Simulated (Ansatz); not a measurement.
One change: `[F][GaH][O][SiH3]` becomes `[OH][GaH][F]`.

Ansatz, PBE0-D4/def2-TZVP geometries, multiplicity 1. Each molecule was computed in one conformer, which needn't be the lowest.

Scalar relativity is left out up to krypton.

| property | `[F][GaH][O][SiH3]` |
| --- | --- |
| ideal-gas entropy at 298 K and 1 bar (rigid rotor, harmonic PBE0-D4/def2-TZVP) / J/(mol·K) | 360 |
| HOMO–LUMO gap (ωB97M-V/def2-TZVPP) / eV | 11.61 |
| LUMO energy (ωB97M-V/def2-TZVPP) / eV | 0.50 |
| zero-point energy (PBE0-D4/def2-TZVP) / kJ/mol | 100.6 |
| size of the dipole moment (ωB97M-V/def2-TZVPP) / D | 1.88 |
| HOMO–LUMO gap (B3LYP/def2-TZVPP) / eV | 7.13 |

(1) What does the change do to each property? (An estimate is asked.)

## Answers

(1) The calculation gave: 
```
                                                                                  property  `[OH][GaH][F]`  shift
ideal-gas entropy at 298 K and 1 bar (rigid rotor, harmonic PBE0-D4/def2-TZVP) / J/(mol·K)             289    -71
                                                   HOMO–LUMO gap (ωB97M-V/def2-TZVPP) / eV           12.46   0.85
                                                     LUMO energy (ωB97M-V/def2-TZVPP) / eV            0.74   0.24
                                            zero-point energy (PBE0-D4/def2-TZVP) / kJ/mol            58.8  -41.8
                                        size of the dipole moment (ωB97M-V/def2-TZVPP) / D            3.39   1.51
                                                     HOMO–LUMO gap (B3LYP/def2-TZVPP) / eV            7.84   0.71
```

With PBE0 the HOMO falls by 0.56 eV and the LUMO rises by 0.23 eV, so the gap widens by about 0.79 eV. PBE moves the HOMO by -0.29 eV and ωB97M-V by -0.61 eV. The zero-point energy changes by -41.8 kJ/mol with -9 modes. Dipoles are sizes alone; their direction can turn. Modes under 60 cm⁻¹, often nearly free rotors, make the harmonic entropy too high.

B3LYP here is the variant with VWN-RPA as its local correlation; programs differ in this.
